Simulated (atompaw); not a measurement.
## What the settings do to the PAW (atompaw) potential of magnesium

Base potential:

```
Element                 : magnesium
Generator               : atompaw 4.2.0.5
Type                    : PAW
Functional              : PBE
Relativity              : non-relativistic
Frozen core             : [He]
Valence charge          : 10
Reference configuration : 2s2 2p6 3s2 3p0
Partial waves           : 2s (bound); 3s (bound); 2p (bound); 3p (bound, empty)
Local potential         : bessel scheme, radius 1.25 bohr
Core correction         : smooth core density matched at 0.75 bohr
Augmentation charge     : besselshape compensation charge, radius 1.25 bohr; PAW radius 1.30 bohr; waves and projectors: bloechl
```

Cutoffs, loose and tight: the cutoffs (Ry, on a coarse ladder) from which the occupation-weighted sum of valence levels, in a spherical-Bessel basis at the reference potential, stays within 10 and 1 mRy of its value at 400 Ry. They see the waves, projectors and local potential, not the compensation charge or the core. A dash means not determined.

```csv
change,outcome,"cutoff, loose","cutoff, tight",bound ghosts
base,generated,90 Ry,110 Ry,none
core correction smooth core density matched at 0.96 bohr,generated,90 Ry,110 Ry,none
scalar-relativistic,generated,90 Ry,110 Ry,none
"all radii scaled by about 1.04 (s 0.94, p 0.94 bohr); local potential bessel scheme, radius 1.30 bohr; augmentation besselshape compensation charge, radius 1.30 bohr; PAW radius 1.36 bohr; waves and projectors: bloechl; core correction smooth core density matched at 0.78 bohr",generated,80 Ry,110 Ry,none
"local potential bessel scheme, radius 0.66 bohr",generated,100 Ry,120 Ry,none
"local potential ultrasoft scheme with l = 2 at 0.5 Ry, radius 1.25 bohr",generated,80 Ry,110 Ry,none
functional LDA (PW92),generated,90 Ry,110 Ry,none
"augmentation besselshape compensation charge, radius 0.86 bohr; PAW radius 1.30 bohr; waves and projectors: bloechl",generated,90 Ry,110 Ry,none
```
